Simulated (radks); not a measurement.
Dynamic dipole polarisability and lines of the germanium ion Ge20+, [Ne] 3s2. Calculated with a radial shooting solver on a logarithmic mesh with Libxc functionals: scalar-relativistic Kohn-Sham, PBE, spin-unpolarised, spherical densities, finite nucleus; Fermi nuclear charge, rms radius of each element as measured or else 0.836 A^(1/3) + 0.57 fm. Time-dependent linear response with the Hartree and adiabatic LDA kernel, continuum included through the Sternheimer equations, no spin-orbit coupling, so fine structure and intercombination lines are absent. Lines are the poles of the dipole polarisability below minus the highest occupied eigenvalue, found on a grid refined at the orbital gaps; the lowest seven at most are given, and weak or close lines can be missed. The first line takes the name of the lowest orbital gap if no other gap lies below it; otherwise a line is named after a gap within 0.6 % of it, if that gap stands alone.

photon energy (eV)  alpha (bohr^3)
0                           0.1226
67.117                      -1.055
147.66                    -0.02130
228.20                   -0.003644
308.74                    0.003030
389.28                     0.01940
469.82                   -0.005638
550.36                    0.004053
630.90                    0.001280
711.44                  0.00005397
791.98                    0.003172

Lines (eV, oscillator strength): 63.682 (19.47 nm, 3s-3p), f = 0.643; 413.97 (2.995 nm, 3s-4p), f = 0.510; 570.36 (2.174 nm, 3s-5p), f = 0.150; 650.04 (1.907 nm, 3s-6p), f = 0.0674; 696.47 (1.780 nm, 3s-7p), f = 0.0369; 725.95 (1.708 nm, 3s-8p), f = 0.0227; 745.84 (1.662 nm, unassigned), f = 0.0150. Higher lines, where found, are left out when the end of the mesh affects them. Those listed give 98 % of the static polarisability (sum of f/w^2). Orbital energy gaps for comparison: 3s-3p 51.886 eV; 3s-4p 414.72 eV; 3s-5p 570.60 eV; 3s-6p 650.12 eV; 3s-7p 696.51 eV.
